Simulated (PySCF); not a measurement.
Hf(F)3(OH)(OH2) (F₃H₃HfO₂), SMILES [OH][Hf](<-[OH2])([F])([F])[F], multiplicity 1. Coordinates come from a PBE-D3(BJ)/def2-SVP optimisation. The spin state was assumed, not searched. The structure was generated by enumeration; whether it is a known compound was not checked. The def2 effective core potentials stand for the cores of Hf; spin–orbit coupling is left out. One conformer was computed; it need not be the lowest.

Computed with PBE-D3(BJ)/def2-SVP run with PySCF.

Harmonic wavenumbers (cm⁻¹): 85, 90, 141, 145, 178, 185, 198, 239, 279, 286, 293, 410, 512, 609, 619, 636, 701, 1552, 3668, 3767, 3897. Rotational constants (GHz): 2.426, 1.804, 1.767; symmetry number 1.

### Question
Work out the zero-point energy and the ideal-gas rigid-rotor harmonic-oscillator thermochemistry at 298.15 K and 1 atm.

### Answer
ZPE = ½ Σ hcν = ½ × 18489 cm⁻¹ = 110.59 kJ/mol. H − E(el) = 140.11 kJ/mol. Entropy in J/(mol K): translation 178.59, rotation 117.66, vibration 121.94, total 418.19. G − E(el) = 15.42 kJ/mol. Cp = 145.02 J/(mol K). Modes under 150 cm⁻¹ make the vibrational entropy uncertain.
